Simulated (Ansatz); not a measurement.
Single points on tetraphenylborate (C₂₄H₂₀B⁻).

```yaml
crystal:
  periodic: [false, false, false]
  atoms:
    - {symbol: C, position_ang: [-2.507088, -3.123081, 2.078783]}
    - {symbol: C, position_ang: [-3.110946, -2.134908, 1.283947]}
    - {symbol: C, position_ang: [-2.320287, -1.191107, 0.608274]}
    - {symbol: C, position_ang: [-0.906748, -1.189386, 0.685528]}
    - {symbol: B, position_ang: [-0.000334, -0.000056, 0.000255]}
    - {symbol: C, position_ang: [0.044319, 1.151351, 1.174149]}
    - {symbol: C, position_ang: [-0.969196, 2.131651, 1.299891]}
    - {symbol: C, position_ang: [-1.003790, 3.047899, 2.363744]}
    - {symbol: C, position_ang: [-0.013623, 3.012301, 3.359310]}
    - {symbol: C, position_ang: [0.998035, 2.041667, 3.273759]}
    - {symbol: C, position_ang: [1.016817, 1.133386, 2.202741]}
    - {symbol: C, position_ang: [-0.635288, 0.552900, -1.412816]}
    - {symbol: C, position_ang: [-1.306864, -0.304094, -2.317582]}
    - {symbol: C, position_ang: [-1.751900, 0.129275, -3.577184]}
    - {symbol: C, position_ang: [-1.532746, 1.454964, -3.986299]}
    - {symbol: C, position_ang: [-0.855403, 2.327962, -3.119132]}
    - {symbol: C, position_ang: [-0.417468, 1.877227, -1.863167]}
    - {symbol: C, position_ang: [1.496732, -0.515049, -0.446192]}
    - {symbol: C, position_ang: [2.607617, 0.361391, -0.489227]}
    - {symbol: C, position_ang: [3.863088, -0.036290, -0.977160]}
    - {symbol: C, position_ang: [4.054411, -1.344008, -1.452689]}
    - {symbol: C, position_ang: [2.968745, -2.235093, -1.438864]}
    - {symbol: C, position_ang: [1.720337, -1.820023, -0.947331]}
    - {symbol: C, position_ang: [-0.332195, -2.188659, 1.507333]}
    - {symbol: C, position_ang: [-1.107036, -3.140395, 2.190192]}
    - {symbol: H, position_ang: [-3.121476, -3.868427, 2.610366]}
    - {symbol: H, position_ang: [-4.209823, -2.098572, 1.191429]}
    - {symbol: H, position_ang: [-2.817613, -0.419280, -0.002327]}
    - {symbol: H, position_ang: [-1.762677, 2.173282, 0.535343]}
    - {symbol: H, position_ang: [-1.812393, 3.796631, 2.418276]}
    - {symbol: H, position_ang: [-0.033355, 3.729842, 4.196172]}
    - {symbol: H, position_ang: [1.779455, 1.991215, 4.051092]}
    - {symbol: H, position_ang: [1.815779, 0.374513, 2.162108]}
    - {symbol: H, position_ang: [-1.482790, -1.351836, -2.022350]}
    - {symbol: H, position_ang: [-2.273562, -0.574601, -4.247882]}
    - {symbol: H, position_ang: [-1.881282, 1.802602, -4.972838]}
    - {symbol: H, position_ang: [-0.664997, 3.370556, -3.425970]}
    - {symbol: H, position_ang: [0.119892, 2.578658, -1.203533]}
    - {symbol: H, position_ang: [2.479594, 1.395818, -0.129444]}
    - {symbol: H, position_ang: [4.700891, 0.681598, -0.988587]}
    - {symbol: H, position_ang: [5.037840, -1.663718, -1.835102]}
    - {symbol: H, position_ang: [3.096191, -3.263755, -1.817043]}
    - {symbol: H, position_ang: [0.880767, -2.534827, -0.954954]}
    - {symbol: H, position_ang: [0.764587, -2.216819, 1.617565]}
    - {symbol: H, position_ang: [-0.614241, -3.902695, 2.817457]}
basis:
  gaussian: {orbitals: def2-TZVP, fitting: {mean_field: def2-universal-jkfit}, initial_orbitals: start.molden}
total_charge: -1
magnetization: {spin_polarized: true, initial_magnetization: 2}
hamiltonian: {xc: pbe, dispersion: d4}
scf: {omitted_lower_state_checks: [starts]}
output: {orbitals: {seedname: orbitals}}
```

The file start.molden holds the orbitals of an earlier run on this structure, at another level or in another basis.

```sh
$ ansatz run in.yaml --threads 2 --pin off --events-out ev --progress --plain --max-ram 22528MiB --backend cuda --devices 0, --max-vram 18GiB
```

It prints (some lines left out):

```
Functional definition: PBE
2235 factors; integrals over basis functions are off by at most 3.0e-1 eV
mean field evaluation 1: about -25862.7984 eV, gradient 1.3e1 eV
mean field evaluation 2: about -25863.2881 eV, gradient 7.2e-1 eV
mean field evaluation 4: about -25863.3565 eV, gradient 4.6e-1 eV
mean field evaluation 8: about -25863.3883 eV, gradient 3.5e-2 eV
mean field evaluation 16: about -25863.3886 eV, gradient 2.0e-5 eV
mean field -25863.38857945 eV, -950.4619994602 hartree, gradient 3.6e-6 eV, S^2 2.007418; 0 other end points of the search recorded, 0 dependent functions left out
reference -25863.38867736 eV, -950.4620030583 hartree; 86, 84 occupied and 809, 811 virtual orbitals, 2235 factors
Total energy: -25865.36945297 eV, -950.5347952197 hartree
Checks for a lower state left out: starts
```

Run time 54 s (2 threads of AMD EPYC 7R13 on a shared host and a share (18 GiB) of an NVIDIA H100 80GB HBM3), peak host memory 1.6 GiB.

First input, but with `gaussian: {orbitals: def2-TZVP, fitting: {mean_field: def2-universal-jkfit}}`, `hamiltonian: {xc: pbe0, dispersion: d4}` (abridged; 73 s):

```
Functional definition: PBE0
mean field evaluation 16: about -25865.2201 eV, gradient 4.4e-1 eV
mean field evaluation 32: about -25865.7762 eV, gradient 7.7e-6 eV
mean field -25865.77624218 eV, -950.5497444472 hartree, gradient 7.7e-6 eV, S^2 2.045890
Total energy: -25867.50536716 eV, -950.6132886181 hartree
Checks for a lower state left out: starts
```

Geometry: PBE-D4/def2-SVP, that of the charge -1 singlet.

Single mean-field runs in def2-TZVP are fitted with def2-universal-jkfit. At PBE-D4/def2-TZVP, PBE0-D4/def2-TZVP the highest occupied level of the charge -1 triplet lies above zero (up to 1.56 eV). Energy differences put its binding near zero (0.09 eV; vertical, against the charge 0 doublet, at PBE-D4/def2-TZVP), which leaves it undecided. At PBE0-D4/def2-TZVP a singlet of charge -1 lies 3.95 eV below the triplet at the same geometry.
